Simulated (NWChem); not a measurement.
System: GeSiNH7; SMILES [NH]([SiH3])[GeH3]

The following NWChem deck was run.

```
start job
memory heap 200 mb stack 900 mb global 1100 mb
geometry units angstroms noautosym nocenter noautoz
  Si     0.138790     2.061492    -0.010075
  N     -0.641573     0.529381     0.224785
  Ge     0.049678    -1.156136    -0.030856
  H     -0.824324     3.058549    -0.574503
  H      0.705117     2.665499     1.241254
  H      1.265697     1.849144    -0.967204
  H     -1.529623     0.544255     0.718831
  H     -1.096085    -2.083324    -0.479674
  H      0.679669    -1.731500     1.257617
  H      1.125547    -1.037149    -1.121760
end
basis spherical
  * library pcsseg-1
end
dft
  xc pbe0
  iterations 150
end
property
  shielding
end
task dft property
```

Parts of the log:

```
             Northwest Computational Chemistry Package (NWChem) 7.3.0
             --------------------------------------------------------

                             Geometry "geometry" -> ""
                             -------------------------

 Output coordinates in angstroms (scale by  1.889725989 to convert to a.u.)

  No.       Tag          Charge          X              Y              Z
 ---- ---------------- ---------- -------------- -------------- --------------
    1 Si                  14.0000     0.13879000     2.06149200    -0.01007500
    2 N                    7.0000    -0.64157300     0.52938100     0.22478500
    3 Ge                  32.0000     0.04967800    -1.15613600    -0.03085600
    4 H                    1.0000    -0.82432400     3.05854900    -0.57450300
    5 H                    1.0000     0.70511700     2.66549900     1.24125400
    6 H                    1.0000     1.26569700     1.84914400    -0.96720400
    7 H                    1.0000    -1.52962300     0.54425500     0.71883100
    8 H                    1.0000    -1.09608500    -2.08332400    -0.47967400
    9 H                    1.0000     0.67966900    -1.73150000     1.25761700
   10 H                    1.0000     1.12554700    -1.03714900    -1.12176000

 Effective nuclear repulsion energy (a.u.)     259.8223072114

                              NWChem Property Module
                              ----------------------

  itol2e modified to match energy
  convergence criterion.

                                 NWChem DFT Module
                                 -----------------

 Summary of "ao basis" -> "ao basis" (spherical)
 ------------------------------------------------------------------------------
       Tag                 Description            Shells   Functions and Types
 ---------------- ------------------------------  ------  ---------------------
 Si                         pcsseg-1                10       24   4s5p1d
 N                          pcsseg-1                 7       17   3s3p1d
 Ge                         pcsseg-1                15       41   5s7p3d
 H                          pcsseg-1                 3        5   2s1p

  itol2e modified to match energy
  convergence criterion.

            General Information
            -------------------
          SCF calculation type: DFT
          Wavefunction type:  closed shell.
          No. of atoms     :    10
          No. of electrons :    60
           Alpha electrons :    30
            Beta electrons :    30
          Charge           :     0
          Spin multiplicity:     1
          Use of symmetry is: off; symmetry adaption is: off
          Maximum number of iterations: 150
          AO basis - number of functions:   117
                     number of shells:    53
          Convergence on energy requested:  1.00D-07
          Convergence on density requested:  1.00D-05
          Convergence on gradient requested:  5.00D-04

              XC Information
              --------------
                         PBE0 Method XC Functional
                     Hartree-Fock (Exact) Exchange  0.250
          PerdewBurkeErnzerhof Exchange Functional  0.750
            Perdew 1991 LDA Correlation Functional  1.000 local
           PerdewBurkeErnz. Correlation Functional  1.000 non-local

             Grid Information
             ----------------
          Grid used for XC integration:  fine
          Radial quadrature: Mura-Knowles
          Angular quadrature: Lebedev.
          Tag              B.-S. Rad. Rad. Pts. Rad. Cut. Ang. Pts.
          ---              ---------- --------- --------- ---------
          Si                  1.10      123          12.0       770
          N                   0.65       70           9.0       590
          Ge                  1.25      140          12.0       974
          H                   0.35       60          13.0       590
          Grid pruning is: on
          Number of quadrature shells:   753
          Spatial weights used:  Erf1

      Superposition of Atomic Density Guess
      -------------------------------------

 Sum of atomic energies:       -2421.64867604

      Non-variational initial energy
      ------------------------------

 Total energy =   -2422.893198
 1-e energy   =   -3890.514809
 2-e energy   =    1207.799303
 HOMO         =      -0.317701
 LUMO         =       0.013875

   convergence    iter        energy       DeltaE   RMS-Dens  Diis-err
 ---------------- ----- ----------------- --------- --------- ---------
 d= 0,ls=0.0,diis     1  -2424.7226611440 -2.68D+03  6.51D-03  1.42D+00
 d= 0,ls=0.0,diis     2  -2424.7203169835  2.34D-03  5.57D-03  4.97D-01
 d= 0,ls=0.0,diis     3  -2424.7410707704 -2.08D-02  2.43D-03  3.37D-01
 d= 0,ls=0.0,diis     4  -2424.7758844198 -3.48D-02  2.33D-04  9.99D-04
 d= 0,ls=0.0,diis     5  -2424.7759805309 -9.61D-05  5.06D-05  5.31D-05
  Resetting Diis
 d= 0,ls=0.0,diis     6  -2424.7759860350 -5.50D-06  8.10D-06  1.66D-06
 d= 0,ls=0.0,diis     7  -2424.7759861825 -1.47D-07  2.61D-06  8.72D-08
 d= 0,ls=0.0,diis     8  -2424.7759861838 -1.33D-09  1.08D-06  1.00D-07

         Total DFT energy =    -2424.775986183789
      One electron energy =    -3893.197460093984
           Coulomb energy =     1317.669772994923
    Exchange-Corr. energy =     -109.070606296129
 Nuclear repulsion energy =      259.822307211401

 Numeric. integr. density =       59.999996122991

                       DFT Final Molecular Orbital Analysis
                       ------------------------------------

 Vector   28  Occ=2.000000D+00  E=-3.504581D-01
              MO Center=  9.8D-02,  6.9D-01,  2.6D-01, r^2= 6.5D+00
   Bfn.  Coefficient  Atom+Function         Bfn.  Coefficient  Atom+Function
  ----- ------------  ---------------      ----- ------------  ---------------
    88      0.253348   5 H  s               108     -0.244189   9 H  s
    16      0.232271   1 Si pz               83     -0.226613   4 H  s
    64     -0.189719   3 Ge pz              103      0.180551   8 H  s
    67     -0.157712   3 Ge pz               89      0.142278   5 H  s
    84     -0.129714   4 H  s               113      0.110871  10 H  s

 Vector   29  Occ=2.000000D+00  E=-3.446443D-01
              MO Center=  2.2D-01,  1.3D+00, -3.6D-01, r^2= 5.0D+00
   Bfn.  Coefficient  Atom+Function         Bfn.  Coefficient  Atom+Function
  ----- ------------  ---------------      ----- ------------  ---------------
    93      0.307965   6 H  s                83     -0.237071   4 H  s
    15     -0.193703   1 Si py               94      0.188372   6 H  s
    14      0.185550   1 Si px              103      0.162420   8 H  s
   113     -0.148005  10 H  s                84     -0.141792   4 H  s
    63     -0.135212   3 Ge py               16     -0.125676   1 Si pz

[...]

          -----------------------------------------
          Chemical Shielding Tensors (GIAO, in ppm)
          -----------------------------------------

                                NWChem CPHF Module
                                ------------------

  scftype          =     RHF
  nclosed          =       30
  nopen            =        0
  variables        =     2610
  # of vectors     =        3
  tolerance        = 0.10D-03
  level shift      = 0.00D+00
  max iterations   =       50
  max subspace     =       30

 SCF residual:    4.5926107166981710E-005

Iterative solution of linear equations
  No. of variables     2610
  No. of equations        3
  Maximum subspace       30
        Iterations       50
       Convergence  1.0D-04

   iter   nsub   residual    time
   ----  ------  --------  ---------
     1      3    4.31D-01      56.9
     2      6    1.48D-02      64.8
     3      9    1.16D-03      72.4
     4     12    4.82D-05      80.0

      Atom:    1  Si
        Diamagnetic
    878.7897      2.6153     -0.7267
      2.6153    885.7472     -0.6902
     -0.7267     -0.6902    877.0722

        Paramagnetic
   -496.9841     45.8334    -13.3588
     45.8334   -443.1600    -26.3162
    -13.3588    -26.3162   -505.0933

        Total Shielding Tensor
    381.8056     48.4487    -14.0855
     48.4487    442.5872    -27.0064
    -14.0855    -27.0064    371.9789

           isotropic =     398.7906
          anisotropy =     118.9994

          Principal Components and Axis System
                 1           2           3
              478.1235    363.3058    354.9424

      1         0.4638      0.2085      0.8611
      2         0.8419      0.1988     -0.5016
      3        -0.2758      0.9576     -0.0833

      Atom:    2  N
        Diamagnetic
    325.8892      0.6939     -9.1665
      0.6939    343.6673      0.7884
     -9.1665      0.7884    310.0334

        Paramagnetic
    -19.9881     -2.6852    -20.9348
     -2.6852    -90.8950     -2.0112
    -20.9348     -2.0112    -36.9742

        Total Shielding Tensor
    305.9011     -1.9913    -30.1013
     -1.9913    252.7723     -1.2228
    -30.1013     -1.2228    273.0592

           isotropic =     277.2442
          anisotropy =      69.8125

          Principal Components and Axis System
                 1           2           3
              323.7858    256.3730    251.5737

      1         0.8600      0.4363      0.2646
      2        -0.0153     -0.4962      0.8681
      3        -0.5100      0.7506      0.4201

      Atom:    3  Ge
        Diamagnetic
   2755.1903     -2.8832     -0.5692
     -2.8832   2763.0490      1.3191
     -0.5692      1.3191   2753.8949

        Paramagnetic
  -1374.2059   -103.3421    -12.6414
   -103.3421  -1171.1170     52.5489
    -12.6414     52.5489  -1360.1278

        Total Shielding Tensor
   1380.9844   -106.2253    -13.2106
   -106.2253   1591.9321     53.8680
    -13.2106     53.8680   1393.7672

           isotropic =    1455.5612
          anisotropy =     288.6288

          Principal Components and Axis System
                 1           2           3
             1647.9804   1383.4315   1335.2717

      1        -0.3703      0.2421      0.8968
      2         0.9046     -0.1252      0.4074
      3         0.2109      0.9621     -0.1726

      Atom:    4  H
        Diamagnetic
     28.4131     -5.3279      2.8968
     -5.3279     32.9850     -4.1407
      2.8968     -4.1407     25.3584

        Paramagnetic
     -3.5649      3.3842     -1.3301
      3.3842     -2.7564      1.4824
     -1.3301      1.4824     -1.2029

        Total Shielding Tensor
     24.8482     -1.9437      1.5667
     -1.9437     30.2286     -2.6584
      1.5667     -2.6584     24.1554

           isotropic =      26.4108
          anisotropy =       8.4126

          Principal Components and Axis System
                 1           2           3
               32.0191     24.4787     22.7344

      1        -0.3165      0.8238     -0.4703
      2         0.8777      0.4424      0.1842
      3        -0.3598      0.3545      0.8631

      Atom:    5  H
        Diamagnetic
     25.7364      3.4786      4.4496
      3.4786     28.5985      5.4645
      4.4496      5.4645     31.9199

        Paramagnetic
     -1.1313     -0.6259     -2.0045
     -0.6259     -0.6804     -2.5395
     -2.0045     -2.5395     -4.9862

        Total Shielding Tensor
     24.6051      2.8527      2.4451
      2.8527     27.9181      2.9250
      2.4451      2.9250     26.9336

           isotropic =      26.4856
          anisotropy =       8.6327

          Principal Components and Axis System
                 1           2           3
               32.2407     24.4600     22.7561

      1         0.4415      0.0111      0.8972
      2         0.6842     -0.6511     -0.3287
      3         0.5805      0.7589     -0.2950

      Atom:    6  H
        Diamagnetic
     31.5363      1.0794     -7.1637
      1.0794     27.0353     -0.4058
     -7.1637     -0.4058     28.3209

        Paramagnetic
     -4.1843      0.8202      3.9443
      0.8202     -0.4547     -0.6124
      3.9443     -0.6124     -2.2300

        Total Shielding Tensor
     27.3520      1.8996     -3.2194
      1.8996     26.5805     -1.0182
     -3.2194     -1.0182     26.0909

           isotropic =      26.6745
          anisotropy =       6.5106

          Principal Components and Axis System
                 1           2           3
               31.0149     25.6376     23.3709

      1         0.7113     -0.2236      0.6664
      2         0.4320      0.8869     -0.1636
      3        -0.5544      0.4043      0.7275

      Atom:    7  H
        Diamagnetic
     41.8845     -1.0297    -10.8775
     -1.0297     29.5700      0.6777
    -10.8775      0.6777     26.6462

        Paramagnetic
     -1.1875     -0.4463      1.2365
     -0.4463      0.7515      0.2901
      1.2365      0.2901      0.0757

        Total Shielding Tensor
     40.6970     -1.4760     -9.6409
     -1.4760     30.3215      0.9678
     -9.6409      0.9678     26.7219

           isotropic =      32.5801
          anisotropy =      19.8524

          Principal Components and Axis System
                 1           2           3
               45.8150     30.1271     21.7982

      1         0.8847      0.1106      0.4529
      2        -0.1125      0.9934     -0.0228
      3        -0.4524     -0.0308      0.8913

      Atom:    8  H
        Diamagnetic
     31.2964      9.8622      4.6896
      9.8622     31.4089      4.7258
      4.6896      4.7258     21.6302

        Paramagnetic
     -2.9703     -3.0455     -1.1247
     -3.0455     -1.8870     -1.2067
     -1.1247     -1.2067     -0.1096

        Total Shielding Tensor
     28.3261      6.8167      3.5649
      6.8167     29.5219      3.5192
      3.5649      3.5192     21.5206

           isotropic =      26.4562
          anisotropy =      16.3386

          Principal Components and Axis System
                 1           2           3
               37.3486     22.1073     19.9127

      1         0.6477      0.7073     -0.2831
      2         0.6997     -0.6993     -0.1463
      3         0.3015      0.1033      0.9479

      Atom:    9  H
        Diamagnetic
     23.7025     -4.7892      7.7402
     -4.7892     25.8195     -7.7897
      7.7402     -7.7897     34.2976

        Paramagnetic
     -0.7936      0.9520     -2.0422
      0.9520     -0.4630      2.2567
     -2.0422      2.2567     -3.4773

        Total Shielding Tensor
     22.9089     -3.8372      5.6980
     -3.8372     25.3565     -5.5330
      5.6980     -5.5330     30.8203

           isotropic =      26.3619
          anisotropy =      16.6948

          Principal Components and Axis System
                 1           2           3
               37.4918     21.9398     19.6542

      1         0.4260     -0.0875      0.9005
      2        -0.4834      0.8193      0.3083
      3         0.7648      0.5666     -0.3067

      Atom:   10  H
        Diamagnetic
     30.8472     -0.7948    -11.7107
     -0.7948     22.7093      0.4489
    -11.7107      0.4489     30.5197

        Paramagnetic
     -2.4808     -0.0592      3.8183
     -0.0592      0.1491     -0.1594
      3.8183     -0.1594     -1.8525

        Total Shielding Tensor
     28.3664     -0.8540     -7.8924
     -0.8540     22.8584      0.2895
     -7.8924      0.2895     28.6671

           isotropic =      26.6307
          anisotropy =      14.7414

          Principal Components and Axis System
                 1           2           3
               36.4583     22.8838     20.5499

      1        -0.7002     -0.0853      0.7088
      2         0.0591      0.9825      0.1766
      3         0.7115     -0.1655      0.6829
```

Level: PBE0/pcSseg-1, GIAO. Structure relaxed at the PBE0/def2-SVP level. The printed shielding anisotropy is the first printed principal value minus the mean of the other two.
